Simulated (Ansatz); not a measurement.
Pulling on the Si2–N1 bond in H5NSi (SMILES N[SiH3]) (multiplicity 1 held, fragments rigid). Energies count from the point at 1.724 Å.
Geometry at that point (charge 0, multiplicity 1):
```xyz
7

N      1.14010    -0.07919    -0.11023
Si    -0.57330     0.04712     0.03034
H      1.73667     0.60144     0.33337
H      1.58185    -0.98500    -0.12820
H     -1.14118    -0.28608     1.36606
H     -0.95227     1.44630    -0.27348
H     -1.17950    -0.88202    -0.95090
```

Restricted levels (R-, RO-) in cc, def2 and unpolarised 6-31G sets keep to the state of the molecule at rest. Active spaces are followed from a long bond inwards. Levels need not reach the same state.

Cores are frozen in the correlated methods.

Run with Ansatz (Gaussian orbitals). 

What is the computed energy at R = 5.516 Å (SC-NEVPT2 on CASSCF(2,2)/cc-pV(T+d)Z)?

455 kJ/mol

What energy at R = 5.516 Å does R-SCS-MP2/cc-pV(T+d)Z give?

348 kJ/mol

Give the energy at R = 5.516 Å at the level R-wB97X-V/cc-pV(T+d)Z.

770 kJ/mol

Doubts at one or more of the structures used: a restricted determinant that unrestricted orbitals would lower (R-wB97X-V/cc-pV(T+d)Z, R-SCS-MP2/cc-pV(T+d)Z).

Ansatz is an electronic-structure program.
